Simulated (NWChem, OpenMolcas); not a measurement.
**How basis sets differ on GaPH4 (SMILES [PH2][GaH2])**

GaPH4: 6 atoms, total charge 0, spin state singlet. As SMILES, `[PH2][GaH2]`. The shape comes from GFN2-xTB, which is rough for such elements, and wasn't checked as a minimum.

```xyz
6

P    -0.6691   -1.3339    0.2509
Ga   -0.0657    0.9092    0.0600
H     0.5938   -1.6248    0.7923
H    -0.2039   -1.5647   -1.0529
H     0.7024    1.5628   -1.1804
H    -0.3575    2.0514    1.1300
```

Quantity: the dipole moment, in D. The values are calculated.

```csv
level,kind,program,value (D),CPU time
HF/STO-3G,Hartree–Fock,OpenMolcas,0.75,3.6 s
HF/3-21G,Hartree–Fock,NWChem,1.08,4.8 s
HF/def2-SVP,Hartree–Fock,OpenMolcas,0.61,4.8 s
HF/cc-pVTZ,Hartree–Fock,OpenMolcas,0.53,22 s
```

All-electron rows without a relativistic Hamiltonian named are non-relativistic. The values span 0.53 to 1.08 D. Magnitudes only: a small dipole may point the other way at some levels. Sets without polarisation functions give poor dipoles. Times are those of the runs behind each value, whatever else they computed, on shared processors of several kinds: orders of magnitude only.
